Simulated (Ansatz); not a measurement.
Reaction (substitution at a C–Al bond): `[CH3][AlH][GeH3]` + `C1[SiH2][AsH]1` → `C[As]1C[SiH2]1` + `[AlH2][GeH3]`

Program: Ansatz. Geometries: PBE0-D4/def2-TZVP. ΔE: electronic, gas phase. CCSD(T)/CBS is the MP2 limit (def2-TZVPP, def2-QZVPP) plus CCSD(T) − MP2 in def2-TZVPP, frozen cores. Functionals use def2-TZVPP. B3LYP here is the variant with VWN-RPA as its local correlation; programs differ in this. For As, Ge outer-core shells are correlated without core-valence functions, which leaves a few kJ/mol of doubt a bond. Scalar relativity is left out up to krypton.

```csv
level,ΔE (kJ/mol),difference from CCSD(T)/CBS
PBE-D4,35.9,1.1
r2SCAN-D4,38.9,4.1
PBE0-D4,36.1,1.3
B3LYP-D4,34.8,0.0
ωB97X-V,33.7,-1.1
ωB97M-V,36.8,2.0
B2PLYP,36.2,1.4
PBE,39.0,4.2
r2SCAN,39.6,4.8
PBE0,38.7,3.9
B3LYP,39.8,5.0
HF/def2-TZVPP,34.4,-0.4
MP2/def2-TZVPP,30.4,-4.4
SCS-MP2/def2-TZVPP,29.4,-5.4
CCSD/def2-TZVPP,32.9,-1.9
CCSD(T)/def2-TZVPP,31.9,-2.9
HF/def2-QZVPP,34.6,-0.2
MP2/def2-QZVPP,32.1,-2.7
SCS-MP2/def2-QZVPP,31.1,-3.7
HF/CBS(def2),34.7,-0.1
MP2/CBS(def2),33.3,-1.5
CCSD/CBS(def2),35.8,1.0
CCSD(T)/CBS,34.8,0
```

Largest T1 diagnostic among the species: 0.012.

The D4 term adds −5.0 kJ/mol with B3LYP and −2.6 kJ/mol with PBE0; it sums over pairs of atoms, weighted by their polarisabilities, and B3LYP, whose exchange is more repulsive, gets the larger term.
